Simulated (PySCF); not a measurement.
**Simulated characterisation data**

- shieldings: GIAO PBE0/pcSseg-1
- GFN2-xTB geometry
- code: PySCF
- non-relativistic, isolated molecule, a single conformation, equivalent nuclei averaged

Chemical shifts δ = σref − σ; ¹H, ¹³C vs TMS, all at this level. Where no couplings were computed, multiplicities follow the n + 1 count of equivalent neighbours, and m marks all less simple cases (inequivalent or close neighbours, rings, F or P nearby). Acid and N–H amide carbonyl carbons lie up to 10 ppm further downfield in solution (hydrogen bonding). Shifts are as computed. Against solution values, carbons near 30 ppm lie about +3 ppm off and those near 130 ppm about +5 ppm. Of 1211 compounds with measured shifts, 218 miss one by over three times the rms of a fit or turn the order of signals round; such compounds aren't used in these exercises. OH and NH positions are gas-phase values without hydrogen bonding to other molecules.

Compound 1 (C7H11NO). ¹H NMR (600 MHz, computed): δ 5.54 (br, 1H), 3.10 (q, 1H), 3.07 (d, 3H), 2.05 (s, 3H), 1.36 (d, 3H). ¹³C{¹H} NMR (computed): δ 173.0 (C), 87.5 (C), 87.4 (C), 37.7 (CH), 26.5 (CH3), 24.3 (CH3), 4.6 (CH3). Structure: `C([C@@H](C#CC)C)(=O)NC`.

Compound 2 (C7H11NO). ¹H NMR (600 MHz, computed): δ 8.17 (d, 1H), 4.21 (m, 1H), 3.68 (m, 1H), 3.02 (m, 1H), 2.37 (m, 1H), 2.32 (s, 3H), 1.88 (m, 1H), 1.33 (m, 1H), 1.24 (m, 1H). ¹³C{¹H} NMR (computed): δ 206.9, 158.6, 56.9, 53.6, 31.9, 23.2, 22.8. Structure: SMILES CC(=O)[C@H]1C=NCCC1.
